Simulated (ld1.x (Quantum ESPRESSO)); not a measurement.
## Which change was made? (Au, ultrasoft)

| Property | Result |
| --- | --- |
| Element | gold (Au) |
| Generator | ld1.x (Quantum ESPRESSO) 7.5 |
| Type | ultrasoft |
| Functional | PBE |
| Relativity | scalar-relativistic |
| Frozen core | [Xe] 4f14 |
| Valence charge | 11 |
| Reference configuration | 5d10 6s1 6p0 |
| Partial waves | 6s (bound): rcut 2.00, rcutus 2.75 bohr; 6s channel at -0.1 Ry: rcut 2.00, rcutus 2.75 bohr; 6p (bound, empty): rcut 1.00, rcutus 1.35 bohr; 6p channel at 0.25 Ry: rcut 1.00, rcutus 1.35 bohr; 5d (bound): rcut 1.80, rcutus 2.00 bohr; 5d channel at 3 Ry: rcut 1.80, rcutus 2.00 bohr |
| Local potential | all-electron potential smoothed inside 1.45 bohr (lloc = -1) |
| Core correction | none |
| Augmentation charge | PSQ, inside the norm-conserving radii |

Cutoffs, loose and tight: the cutoffs (Ry, on a coarse ladder) from which the occupation-weighted sum of valence levels, in a spherical-Bessel basis at the reference potential, stays within 10 and 1 mRy of its value at 400 Ry. They do not see the model core or the augmentation charge, which bear on the density cutoff. Test errors are all-electron minus pseudo excitation energies from the reference, over the configurations 5d10 6s0 6p0; 5d9 6s0 6p0; 5d8 6s0 6p0; 5d10 6s0 6p1; 5d7 6s0 6p0; 5d9 6s2 6p0; 5d9 6s1 6p1; variants that change the core or the reference have their own tests. The largest error is taken over the tests solved by every variant that gives reliable tests at all, those not shown here included: 5d10 6s0 6p0; 5d7 6s0 6p0; 5d8 6s0 6p0; 5d9 6s0 6p0.

The base gives: outcome: generated, overlap not positive; bound ghosts: s, p (d not tested, overlap not positive); largest test error (meV): +259.

Problem. After one change the result is: outcome: generated; cutoff, loose: 30 Ry; cutoff, tight: 45 Ry; bound ghosts: s, p; largest test error (meV): test run stopped at test 1 of 7 (negative rho). Which change was it?
A. waves 5d (bound): rcut 1.20, rcutus 1.28 bohr; 5d channel at 3 Ry: rcut 1.20, rcutus 1.28 bohr
B. wave 5d channel at 3 Ry: rcut 1.80, rcutus 2.00 bohr becomes 5d channel at 0.15 Ry: rcut 1.80, rcutus 2.00 bohr
C. local potential all-electron potential smoothed inside 2.04 bohr (lloc = -1)

Solution. B. The others give: waves 5d (bound): rcut 1.20, rcutus 1.28 bohr; 5d channel at 3 Ry: rcut 1.20, rcutus 1.28 bohr → outcome: generated; cutoff, loose: 60 Ry; cutoff, tight: 110 Ry; bound ghosts: s, p; largest test error (meV): -261 | local potential all-electron potential smoothed inside 2.04 bohr (lloc = -1) → outcome: generated; cutoff, loose: 30 Ry; cutoff, tight: 45 Ry; bound ghosts: p; largest test error (meV): -893. A file whose overlap is not positive is unfit for use, and its test errors describe a broken file.
